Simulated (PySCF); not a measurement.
Computed IR spectrum (relative IR intensity) of a molecule C₂H₉ClSi₃. The structure is a stationary point at PBE-D3(BJ)/def2-SVP. The values are those of a single conformer. Computed with PBE-D3(BJ)/def2-SVP in PySCF. Frequencies are harmonic and unscaled.

Lines under 2 % of the strongest are left out, and lines within 2 cm⁻¹ are merged.

```csv
ν (cm⁻¹),relative intensity
382,4.3
407,5.5
546,35
573,4.2
592,5.4
600,7.0
623,5.0
652,9.1
690,9.3
718,17
731,86
758,24
815,82
853,68
894,37
919,8.8
958,17
1213,9.0
1317,4.5
1378,4.9
2133,69
2137,100
2142,24
2156,64
```

**Question.** Which structure fits?
(A) C=C[SiH2][SiH2][SiH2]Cl
(B) Cl[SiH2][SiH]1C[SiH2]C1
(C) [SiH3][C@@H]1C[SiH2][Si@@H]1Cl
(D) C[Si@@H]1C[SiH2][Si@@H]1Cl

**Answer.** D, C[Si@@H]1C[SiH2][Si@@H]1Cl
